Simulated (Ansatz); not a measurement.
```yaml
crystal:
  periodic: [false, false, false]
  atoms:
    - {symbol: Pt, position_ang: [-0.501152, 0.476562, -1.004243]}
    - {symbol: Si, position_ang: [-0.514884, -1.708025, -0.557800]}
    - {symbol: Si, position_ang: [0.514347, 1.710429, 0.550912]}
    - {symbol: Si, position_ang: [0.501689, -0.478965, 1.011131]}
basis:
  gaussian: {orbitals: def2-mTZVP}
total_charge: 1
magnetization: {spin_polarized: true, initial_magnetization: 1}
hamiltonian: {xc: {name: HSE06}}
accuracy: high
scf: {lower_state_search: off}
```

```sh
$ ansatz run in.yaml --threads 4 --pin off --events-out ev --progress --plain --max-ram 3916MiB
```

Output, abridged:

```
Functional definition: HSE06
1963 factors; integrals over basis functions are off by at most 3.5e-9 eV
118 factors; integrals over basis functions are off by at most 1.2e-9 eV
mean field evaluation 1: about -26846.3294 eV, gradient 5.6e1 eV
mean field evaluation 2: about -26432.0762 eV, gradient 2.1e2 eV
mean field evaluation 4: about -26857.0642 eV, gradient 2.5e1 eV
mean field evaluation 8: about -26861.2396 eV, gradient 5.4e-1 eV
mean field evaluation 16: about -26861.4482 eV, gradient 1.7e-3 eV
mean field evaluation 32: about -26861.4482 eV, gradient 1.3e-7 eV
mean field -26861.44818314 eV, -987.1400133869 hartree, gradient 2.8e-8 eV, S^2 0.755010; 0 other end points of the search recorded, 0 dependent functions left out
reference -26861.44818615 eV, -987.1400134976 hartree; 30, 29 occupied and 72, 73 virtual orbitals, 1963 factors
Total energy: -26861.44818615 eV, -987.1400134976 hartree
Checks for a lower state left out: stability, starts, cluster_reference, orbital_swaps, neighbouring_geometries, increment
```

It took 8.5 s on 4 threads of Arm Neoverse N1 on a shared host.

In the def2 sets Pt takes a core potential; there is no spin–orbit coupling. HSE06 is defined as in plane-wave codes, on full-range PBE exchange.
